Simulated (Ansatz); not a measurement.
Program: Ansatz. Geometries: PBE0-D4/def2-TZVP. ΔE: electronic, gas phase. CBS: MP2 limit from def2 TZ/QZ plus the TZ coupled-cluster correction, frozen cores. Functionals use def2-TZVPP. One conformer a species, not always the lowest.

`CC(=O)CC(=O)C(C)C` + `CBO` → `CBOC(C)=O` + `CC(=O)C(C)C`  (substitution at a C–C bond)

`CC(=O)CC(=O)C(C)C`:

Z-matrix (Å, degrees):
```
C
C 1 1.498
H 1 1.094 2 109.2
H 1 1.094 2 109.8 3 116.7
H 1 1.088 2 110.5 3 -120.6
C 2 1.523 1 115.9 3 -69.2
O 2 1.205 1 123.4 3 113.0
C 6 1.523 2 106.8 1 -87.3
H 6 1.089 2 108.1 1 152.8
H 6 1.090 2 110.9 1 30.5
O 8 1.205 6 120.5 2 86.8
C 8 1.512 6 116.1 2 -91.5
C 12 1.517 8 111.7 6 157.5
C 12 1.531 8 108.7 6 -78.9
H 12 1.097 8 106.4 6 37.3
H 13 1.091 12 111.3 8 -59.5
H 13 1.091 12 110.7 8 60.2
H 13 1.092 12 110.3 8 -179.7
H 14 1.092 12 112.4 8 56.7
H 14 1.092 12 109.9 8 176.6
H 14 1.093 12 110.4 8 -64.3
```

`CBO`:

```xyz
8

C     0.275    0.945    0.210
B    -0.204   -0.534    0.099
O    -0.154   -1.162   -1.102
H     0.625    1.360   -0.737
H     1.081    1.026    0.949
H    -0.534    1.576    0.594
H    -0.620   -1.142    1.055
H    -0.469   -2.068   -1.067
```

`CBOC(C)=O`:

Z-matrix (Å, degrees):
```
C
B 1 1.553
H 1 1.095 2 110.5
H 1 1.097 2 109.0 3 114.9
H 1 1.091 2 114.1 3 -123.5
O 2 1.376 1 118.3 3 124.8
H 2 1.196 1 123.2 3 -53.4
C 6 1.369 2 122.6 1 171.2
C 8 1.494 6 111.1 2 153.0
O 8 1.193 6 122.8 2 -29.0
H 9 1.092 8 109.7 6 -60.6
H 9 1.087 8 110.0 6 178.0
H 9 1.092 8 109.5 6 56.6
```

`CC(=O)C(C)C`:

```xyz
16

C     0.866   -1.522    0.716
C     1.110   -0.047    0.536
O     2.173    0.450    0.821
C    -0.016    0.799   -0.032
C    -0.045    0.636   -1.551
C    -1.372    0.487    0.586
H     0.230   -1.679    1.592
H     0.341   -1.954   -0.139
H     1.814   -2.032    0.873
H     0.261    1.832    0.197
H     0.922    0.883   -1.994
H    -0.302   -0.388   -1.838
H    -0.798    1.298   -1.985
H    -1.702   -0.527    0.344
H    -2.127    1.177    0.201
H    -1.354    0.588    1.674
```

```
             level  ΔE (kJ/mol)  difference from CCSD(T)/CBS
           PBE0-D4        -10.2                         -3.2
           ωB97M-V        -11.2                         -4.2
            r2SCAN        -13.5                         -6.5
    MP2/def2-TZVPP         -4.7                          2.3
SCS-MP2/def2-TZVPP         -8.4                         -1.4
CCSD(T)/def2-TZVPP         -8.1                         -1.1
     HF/def2-QZVPP        -29.5                        -22.5
    MP2/def2-QZVPP         -4.3                          2.7
     MP2/CBS(def2)         -3.7                          3.3
    CCSD/CBS(def2)         -9.3                         -2.3
       CCSD(T)/CBS         -7.0                            0
```

Largest T1 diagnostic among the species: 0.014.

In def2-TZVPP, CCSD(T) changes the Hartree–Fock value by +20.9 kJ/mol (the triples alone add +2.2 kJ/mol) and MP2 by +24.3 kJ/mol. The D4 term adds +6.1 kJ/mol with B3LYP and +3.8 kJ/mol with PBE0; it sums over pairs of atoms, weighted by their polarisabilities, and B3LYP, whose exchange is more repulsive, gets the larger term.

B3LYP here is the variant with VWN-RPA as its local correlation; programs differ in this.
